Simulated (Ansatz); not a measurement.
The same path of AlF$_{2}$H$_{3}$OS (8 atoms, charge 0, multiplicity 1) was run twice with different band settings. Lost on the way: S6–H8. Made: O2–H8.

These are results of Ansatz 0.2.0, RHF/6-31G*, not measurements.

Relaxed end points:

```xyz
8
Properties=species:S:1:pos:R:3
Al -0.022 0.052 0.415
O -0.527 -0.798 1.793
H -1.335 -1.283 1.849
F 1.581 0.070 0.057
F -1.049 0.236 -0.855
S -0.138 2.376 1.408
H 0.736 3.037 0.663
H 0.686 2.183 2.429
```

```xyz
8
Properties=species:S:1:pos:R:3
Al 0.070 0.639 0.240
O -0.239 -0.181 2.009
H -0.917 -0.852 2.008
F 1.561 0.100 -0.183
F -1.223 -0.119 -0.447
S -0.116 2.795 0.713
H 1.184 3.069 0.689
H -0.388 0.421 2.733
```

Common settings: spring 5.0 eV/Å²; optimiser quadratic models (default); start path through a guess of the saddle point; force threshold 0.03 eV/Å; iteration limit 60; end points relaxed.

| run | movable images | climbing image |
| --- | --- | --- |
| 1 | 7 | yes |
| 2 | 4 | no |

(1) What does each run give, and how far can it be trusted?

## Answers

(1) Run 1: converged after 31 iterations, highest image 0.908 eV above the first end. A vibrational analysis at the climbing image gives one clearly imaginary mode, 1663i cm⁻¹: a first-order saddle point.
Run 2: converged after 38 iterations, highest image 0.848 eV above the first end. No image climbed, so the highest image needn't sit at the top of the path.
The orbitals stay closed-shell, which can raise the energy where a bond breaks towards radicals; this wasn't checked here.
